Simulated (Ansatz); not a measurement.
One change: `NB(O)[SeH]` becomes `NB[SeH]`.

Ansatz, PBE0-D4/def2-TZVP geometries, multiplicity 1. Each molecule was computed in one conformer, which needn't be the lowest.

Scalar relativity is left out up to krypton.

```csv
property,`NB(O)[SeH]`
size of the dipole moment (B3LYP/def2-TZVPP) / D,3.75
HOMO–LUMO gap (PBE/def2-TZVPP) / eV,4.83
HOMO–LUMO gap (PBE0/def2-TZVPP) / eV,6.85
HOMO–LUMO gap (B3LYP/def2-TZVPP) / eV,6.26
size of the dipole moment (ωB97M-V/def2-TZVPP) / D,3.81
LUMO energy (PBE0/def2-TZVPP) / eV,0.19
```

Q: Give the same properties after the change, and the shifts. (An estimate is asked.)

A: Computed: 
```
                                          property  `NB[SeH]`  shift
  size of the dipole moment (B3LYP/def2-TZVPP) / D       1.96  -1.79
               HOMO–LUMO gap (PBE/def2-TZVPP) / eV       5.07   0.24
              HOMO–LUMO gap (PBE0/def2-TZVPP) / eV       7.07   0.22
             HOMO–LUMO gap (B3LYP/def2-TZVPP) / eV       6.52   0.26
size of the dipole moment (ωB97M-V/def2-TZVPP) / D       2.01  -1.80
                LUMO energy (PBE0/def2-TZVPP) / eV       0.25   0.06
```

With PBE0 the HOMO falls by 0.16 eV and the LUMO rises by 0.06 eV, so the gap widens by about 0.22 eV. PBE moves the HOMO by -0.19 eV and ωB97M-V by -0.13 eV. The zero-point energy changes by -14.6 kJ/mol with -3 modes. Dipoles are sizes alone; their direction can turn.

B3LYP here is the variant with VWN-RPA as its local correlation; programs differ in this.

Spin–orbit coupling is left out; it splits and shifts lone-pair levels of the heavy atoms by tenths of an eV.
